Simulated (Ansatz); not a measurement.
Cost and result for the atomization energy of CH4FGaOSi (9 atoms, 9 bonds).

Cartesian coordinates in Å:
```
F 2.5568 1.3610 -1.4554
Ga 1.1892 0.6323 -0.6776
C -0.1289 0.6547 0.7909
Si -0.7459 -0.9134 -0.0878
O 0.3846 -0.8891 -1.3037
H 0.3070 0.5365 1.7836
H -0.7861 1.5249 0.7876
H -0.6417 -2.1286 0.7618
H -2.1349 -0.7784 -0.5993
```

Charge 0, multiplicity 1. Correlated methods include outer-core shells of Ga, which these sets cover unevenly. Scalar relativity is left out up to krypton. Geometry: relaxed with PBE0-D4/def2-TZVP. Program: Ansatz. All runs use 4 threads of an AMD EPYC 7B13 on a shared host. Times are those of one run each, without the atoms' runs, and a repeat can differ threefold. Electronic energies, without spin–orbit coupling; frozen cores. CCSD(T)/CBS adds CCSD(T) − MP2 in def2-TZVPP to the MP2 limit, and its time is that of the two runs behind it. T1 = 0.015. With those shells the extrapolation isn't a true limit. B3LYP takes the VWN-RPA correlation (the form of Gaussian; ORCA's B3LYP/G). HSE06 is the plane-wave form, built on full-range PBE exchange.

CCSD(T)/CBS is a level of theory with its own doubt, some kJ/mol a heavy atom from the limit and from the frozen cores, so smaller differences don't rank the functionals.

| level | functions | wall time |
| --- | --- | --- |
| BLYP-D4/def2-TZVPP | 239 | 1.9 s |
| revPBE-D4/def2-TZVPP | 239 | 2 s |
| CAM-B3LYP-D4/def2-TZVPP | 239 | 3.3 s |
| HSE06-D4/def2-TZVPP | 239 | 3.5 s |
| r2SCAN-D4/def2-TZVPP (with forces) | 239 | 4.2 s |
| B3LYP-D4/def2-TZVPP (with forces) | 239 | 4.3 s |
| PBE-QIDH/def2-TZVPP | 239 | 5.5 s |
| CCSD(T)/def2-SVP | 112 | 6.5 s |
| B97M-V/def2-TZVPP | 239 | 7.5 s |
| ωB97M-V/def2-TZVPP (with forces) | 239 | 9 s |
| MP2/def2-QZVPP | 450 | 19 s |
| CCSD(T)/def2-TZVPP | 239 | 2.3 min |
| CCSD(T)/CBS(def2) | – | 2.6 min |

Task: What atomization energy does each give, and how far from CCSD(T)/CBS? (An estimate is asked.)

Result: Computed: 
```
                             level  atomization (kJ/mol)  difference from CCSD(T)/CBS  per bond
                BLYP-D4/def2-TZVPP                3228.5                        -58.6      -6.5
              revPBE-D4/def2-TZVPP                3213.9                        -73.2      -8.1
           CAM-B3LYP-D4/def2-TZVPP                3264.1                        -23.0      -2.6
               HSE06-D4/def2-TZVPP                3242.9                        -44.2      -4.9
r2SCAN-D4/def2-TZVPP (with forces)                3285.6                         -1.5      -0.2
 B3LYP-D4/def2-TZVPP (with forces)                3229.0                        -58.1      -6.5
               PBE-QIDH/def2-TZVPP                3254.0                        -33.1      -3.7
                  CCSD(T)/def2-SVP                3054.8                       -232.3     -25.8
                 B97M-V/def2-TZVPP                3272.4                        -14.7      -1.6
  ωB97M-V/def2-TZVPP (with forces)                3264.8                        -22.3      -2.5
                    MP2/def2-QZVPP                3350.3                         63.2       7.0
                CCSD(T)/def2-TZVPP                3204.4                        -82.7      -9.2
                 CCSD(T)/CBS(def2)                3287.1                          0.0       0.0
```

At CCSD(T), def2-SVP lies −232.4 kJ/mol from the extrapolated value and def2-TZVPP −82.7 kJ/mol: correlation converges slowly with the basis, and small sets miss more of it in the bonded molecule than in its fragments. The D4 term adds +34.6 kJ/mol with B3LYP and +17.9 kJ/mol with PBE0; it sums over pairs of atoms, weighted by their polarisabilities, and B3LYP, whose exchange is more repulsive, gets the larger term. From PBE to PBE0 (25 % exact exchange), in def2-TZVPP and without D4, the atomization energy moves by −61.7 kJ/mol: exact exchange takes away binding that semilocal exchange gives to molecules.
